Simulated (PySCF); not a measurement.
Cl2FH3Si2, SMILES [SiH2]([SiH](Cl)Cl)F. Atoms are numbered in the order given.

```xyz
8

Si     1.7692     0.2081    -0.2275
F      2.6452    -0.6366     0.8775
Si    -0.4832     0.3026     0.4245
Cl    -1.3919     1.4176    -1.0866
Cl    -1.2668    -1.6223     0.4684
H      1.8427    -0.4921    -1.5535
H      2.3379     1.5950    -0.3302
H     -0.7939     0.9556     1.7373
```
Charge 0, spin multiplicity 1.

Geometry optimised at PBE-D3(BJ)/def2-SVP. This is a generated structure with no PubChem entry under its InChIKey; it may be hypothetical. Other conformers were not sampled.

Computed with PBE-D3(BJ)/def2-SVP run with PySCF.

Frequencies are harmonic and unscaled.

```csv
mode,ν (cm⁻¹),IR (km/mol),moving atoms (share of kinetic energy)
1,54,2.0,"F 49 %, Cl 22 %, Si 17 %, H 12 %"
2,65,2.5,"Cl 42 %, F 26 %, Si 24 %, H 9 %"
3,129,5.4,"Cl 42 %, Si 41 %, H 14 %"
4,164,4.8,"Cl 45 %, Si 29 %, F 19 %"
5,204,2.7,"Cl 39 %, Si 30 %, F 29 %"
6,403,25.4,"Si 58 %, H 23 %, Cl 17 %"
7,494,11.6,"H 59 %, Si 37 %"
8,522,51.1,"Si 56 %, Cl 37 %"
9,568,81.7,"Si 57 %, Cl 36 %"
10,703,66.7,"H 88 %, Si 8 %"
11,721,161.6,H 92 %
12,767,95.7,"H 91 %, Si 8 %"
13,823,26.5,"H 48 %, F 39 %, Si 12 %"
14,876,144.1,"H 67 %, Si 21 %, F 12 %"
15,911,98.9,"H 68 %, Si 21 %, F 10 %"
16,2167,81.5,H 98 %
17,2181,20.3,H 97 %
18,2188,137.9,H 96 %
```
